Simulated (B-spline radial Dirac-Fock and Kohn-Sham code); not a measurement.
The K (1s) hole of technetium ions: width and yield against charge

These are calculated numbers from a radial finite-basis atomic code; the model is a relativistic independent-particle model: LDA orbitals of the hole state, radiative multipoles to third order, Auger rates from the Coulomb interaction with a continuum orbital, Dirac-Fock energies. Tabulated ground configurations, configuration averages; single configurations, so decays that open only by mixing (as 1s 2s² with 1s 2p² in Be-like ions) are missing and such tiny yields are far too low.

```
 ion      configuration  radiative (eV)  non-radiative (eV)  yield
  Tc       [Kr] 4d5 5s2            3.74                1.06  0.779
 Tc⁺       [Kr] 4d5 5s1            3.74                1.06  0.779
Tc²⁺           [Kr] 4d5            3.74                1.06  0.779
Tc³⁺           [Kr] 4d4            3.74                1.06  0.779
Tc⁴⁺           [Kr] 4d3            3.74                1.06  0.779
Tc⁵⁺           [Kr] 4d2            3.75                1.06  0.779
Tc⁶⁺           [Kr] 4d1            3.75                1.06  0.779
Tc⁷⁺  [Ar] 3d10 4s2 4p6            3.75                1.07  0.779
```
